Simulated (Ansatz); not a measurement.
Isolated molecules relaxed with PBE0-D4/def2-TZVP in Ansatz; ΔE leaves out vibrations. CCSD(T)/CBS is the MP2 limit (def2-TZVPP, def2-QZVPP) plus CCSD(T) − MP2 in def2-TZVPP, frozen cores. This one scheme is used for every species. Functionals use def2-TZVPP. For Ga outer-core shells are correlated without core-valence functions, which leaves a few kJ/mol of doubt a bond. Scalar relativity is left out up to krypton. One conformer a species, not always the lowest.

Reaction (formal exchange of groups at a Ga–C bond): `[BH2][GaH][CH2][SiH2]F` + `C[SiH3]` → `[BH2][GaH][SiH2]C` + `C[SiH2]F`

```csv
level,ΔE (kJ/mol),difference from CCSD(T)/CBS
PBE-D4,-17.7,-8.6
ωB97M-V,-5.1,4.0
PBE0,-21.1,-12.0
HF/def2-TZVPP,-25.7,-16.6
MP2/def2-TZVPP,-2.0,7.1
SCS-MP2/def2-TZVPP,-5.7,3.4
MP2/def2-QZVPP,-2.3,6.8
SCS-MP2/def2-QZVPP,-6.2,2.9
HF/CBS(def2),-25.9,-16.8
CCSD/CBS(def2),-12.5,-3.4
CCSD(T)/CBS,-9.1,0
```

Largest T1 diagnostic among the species: 0.013.

In def2-TZVPP, CCSD(T) changes the Hartree–Fock value by +17.0 kJ/mol (the triples alone add +3.3 kJ/mol) and MP2 by +23.7 kJ/mol. The D4 term adds +7.5 kJ/mol with B3LYP and +3.7 kJ/mol with PBE0; it sums over pairs of atoms, weighted by their polarisabilities, and B3LYP, whose exchange is more repulsive, gets the larger term.

B3LYP here is the variant with VWN-RPA as its local correlation; programs differ in this.
